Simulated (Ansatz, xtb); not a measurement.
# A geometry optimisation of CHBFOZn with r2SCAN-D4/def2-SVP

The starting geometry of this gas-phase doublet was built from a drawn formula by distance geometry; its bonds are those of `O=[C]([ZnH])[B]F`.

```xyz
6

C    -0.8166   -0.7306   -0.5093
B    -2.1457   -0.5358    0.3225
F    -3.3998   -0.6292   -0.2558
O    -0.7362   -1.7182   -1.1892
Zn    0.5667    0.5678   -0.2789
H     1.6632    1.3798    0.0876
```

Predict what it relaxes into with r2SCAN-D4/def2-SVP.

It rearranges to `O=[C][B](F)[ZnH]`. Contacts that open: C1–Zn5 (1.91 → 2.91 Å). Contacts that close: B2–Zn5 (2.99 → 2.06 Å).

The energy falls by 2.24 eV over 23 steps:

| step | E − E(last) (eV) |
| --- | --- |
| 1 | 2.245 |
| 3 | 1.895 |
| 6 | 1.713 |
| 8 | 1.486 |
| 11 | 1.255 |
| 13 | 0.792 |
| 16 | 0.086 |
| 18 | 0.024 |
| 21 | 0.000 |
| 23 | 0.000 |

Final geometry (Å):

```yaml
atoms:
  - { symbol: C, position_ang: [-1.1842, -1.5662, -0.8654] }
  - { symbol: B, position_ang: [-1.5940, -0.3073, -0.1723] }
  - { symbol: F, position_ang: [-2.8557, -0.0210, 0.2043] }
  - { symbol: O, position_ang: [-0.6042, -2.4268, -1.3952] }
  - { symbol: Zn, position_ang: [0.0655, 0.8777, 0.0978] }
  - { symbol: H, position_ang: [1.3042, 1.7775, 0.3075] }
```

From the same start GFN2-xTB ends elsewhere, differing in C1–Zn5 (2.33 against 2.91 Å here).

The end wasn't checked by frequencies. Open shells are spin-unrestricted. Run with Ansatz 0.2.0, 74 s on 2 threads of Intel(R) Xeon(R) 6975P-C (Granite Rapids), on a shared host.
